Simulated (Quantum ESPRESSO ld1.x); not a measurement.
Question: All-electron atom: Bi2+ in [Xe] 4f13.5 5d10 6s2 6p1.5 (fractional occupations, a model configuration). All-electron calculation, Dirac Kohn-Sham, relativistic LDA (MacDonald-Vosko exchange, VWN5 correlation), spin-unpolarised, spherical densities, point nucleus; open shells are shared between the two j in proportion to 2j + 1. Program: ld1.x of Quantum ESPRESSO 7.5. Some entries of the table are withheld. Estimate them.

orbital,occ.,eigenvalue (eV),r(max) (bohr)
1s1/2,2,-89882.9,0.0097
2s1/2,2,-16177.3,0.056
2p1/2,2,-15552.2,0.042
2p3/2,4,-13265.0,0.049
3s1/2,2,-3930.09,0.160
3p1/2,2,-3646.42,0.148
3p3/2,4,-3133.73,0.164
3d3/2,4,-2667.69,0.128
3d5/2,6,-2558.38,0.132
4s1/2,2,(1),0.358
4p1/2,2,(2),(3)
4p3/2,4,(4),(5)
4d3/2,4,-470.590,0.376
4d5/2,6,-446.667,0.385
4f5/2,5.78571,-183.939,0.339
5s1/2,2,-179.898,(6)
4f7/2,7.71429,-178.374,0.344
5p1/2,2,-136.455,0.803
5p3/2,4,-111.218,0.877
5d3/2,4,(7),1.01
5d5/2,6,(8),1.03
6s1/2,2,-32.3750,1.82
6p1/2,0.5,-22.5961,2.07
6p3/2,1,-19.6661,2.29

Answer: 
(1) 4s1/2 eigenvalue (eV): -922.921
(2) 4p1/2 eigenvalue (eV): -799.327
(3) 4p1/2 r(max) (bohr): 0.355
(4) 4p3/2 eigenvalue (eV): -672.156
(5) 4p3/2 r(max) (bohr): 0.385
(6) 5s1/2 r(max) (bohr): 0.772
(7) 5d3/2 eigenvalue (eV): -50.0154
(8) 5d5/2 eigenvalue (eV): -46.8194
